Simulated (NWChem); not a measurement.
System: isopropylamine (C₃H₉N); SMILES CC(C)N

Here is an NWChem input.

```
start job
memory heap 200 mb stack 900 mb global 1100 mb
geometry units angstroms noautosym nocenter noautoz
  C      0.690515     0.115506     1.257646
  C     -0.024381    -0.355690     0.000000
  C      0.690515     0.115506    -1.257646
  N     -1.380450     0.174347     0.000000
  H      1.725598    -0.256630     1.292639
  H      0.709171     1.215960     1.292799
  H      0.177346    -0.241639     2.165287
  H     -0.000331    -1.469116     0.000000
  H      0.177346    -0.241639    -2.165287
  H      0.709171     1.215960    -1.292799
  H      1.725598    -0.256630    -1.292639
  H     -1.890852    -0.164149    -0.813973
  H     -1.890852    -0.164149     0.813973
end
basis spherical
  * library def2-svp
end
dft
  xc m05-2x
  iterations 150
end
cosmo
  do_cosmo_smd true
  solvent anisole
end
task dft energy
```

Coordinates come from a PBE0/def2-SVP optimisation. Solvent: anisole.

Level: M05-2X/def2-SVP with SMD (1 M gas to 1 M solution), gas-phase geometry.

Give the results of this calculation. (M05-2X/def2-SVP, SMD on the gas-phase geometry.) Quantities: solvation free energy (kcal/mol); cavity-dispersion-structure term (kcal/mol); dipole in solution (D).


```
Quantity                                     Value
-------------------------------------------  -----
solvation free energy (kcal/mol)              -3.4
cavity-dispersion-structure term (kcal/mol)    0.0
dipole in solution (D)                        1.64
```
